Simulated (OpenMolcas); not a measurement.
# Mn2+: ligand-field states by method

Mn2+ with 3 ligands (chloride) in trigonal planar coordination (D3h) at 2.4 Å. A charge of +0.333 e stands 3.2 Å behind each ligand. Ligand basis ANO-RCC-VDZP.
```
Mn    0.0000    0.0000    0.0000
Cl    2.4000    0.0000    0.0000
Cl   -1.2000    2.0785    0.0000
Cl   -1.2000   -2.0785    0.0000
```

```json
{
  "Program": "OpenMolcas",
  "Basis": "ANO-RCC-VTZP [6s5p3d2f1g]",
  "Scalar Hamiltonian": "DKH2, point nucleus",
  "Active space": "5 electrons in 5 orbitals (3d)",
  "State averaging": "2S+1 = 6 even, 1 root; 2S+1 = 4 even, 24 roots; 2S+1 = 2 even, 75 roots",
  "Spin-orbit coupling": "state interaction with AMFI integrals over the reference wave functions"
}
```

I. CASSCF
II. SS-CASPT2, IPEA 0.25 Eh, imaginary shift 0.1 Eh (closed shells correlated: 3s 3p and the ligand valence shells)

Spin-free states (labels of D3, the rotations of D3h) in cm-1, each column counted from its own energy of the first state listed:

| State | Degeneracy | I | II |
| --- | --- | --- | --- |
| 6A1 | 1 | 0 | 0 |
| 4A2 | 1 | 29982 | 23960 |
| 4A1 | 1 | 30105 | 24060 |
| 4E | 2 | 30327 | 24140 |
| 4E | 2 | 30713 | 24800 |
| 4E | 2 | 30792 | 24860 |
| 4A1 | 1 | 30911 | 25240 |
| 4E | 2 | 33780 | 26030 |
| 4A2 | 1 | 35604 | 27770 |
| 4E | 2 | 37515 | 29090 |
| 4A1 | 1 | 37986 | 30440 |
| 4E | 2 | 39616 | 32300 |
| 2A1 | 1 | 43410 | 35840 |
| 2E | 2 | 43423 | 35820 |
| 2A2 | 1 | 43441 | 35860 |
| 2E | 2 | 43498 | 35580 |
| 2A1 | 1 | 43530 | 35780 |
| 2E | 2 | 43592 | 35840 |
| 2E | 2 | 43858 | 36000 |
| 2A2 | 1 | 43992 | 35830 |

From I to II, I's first state of another spin (4A2) moves from 29982 to 23960 cm-1, by about -6000 cm-1.

χT at 300 K: I 4.39, II 4.39 cm3 K/mol.

Roots that are degenerate in the reference are averaged as groups; the widest CASPT2 spread within a group is 54 cm-1 (the 2-fold group of multiplicity 4 near 24900 cm-1 above the lowest state of its run, II). Shifts and gaps below about the spread of the groups concerned are not significant. Ligand-to-metal charge-transfer states are missing. With no ligand orbital active B as a rule stays too high, so bands that hang on it stand too high and its fall with covalency is understated. Without dynamic correlation the repulsion within the d shell is too large (B by tens of per cent), so at a given field states of lower spin stand too high (holds for I). With metal d orbitals alone and no dynamic correlation the field as a rule comes out too small, by tens of per cent, by up to half for chloride and softer ligands (holds for I). Free-ion shares, where given, are those of the reference states; single-state CASPT2 does not remix them (holds for II). No measured value stands beside these numbers; the geometry was imposed, not optimised, and the real ion may take another.
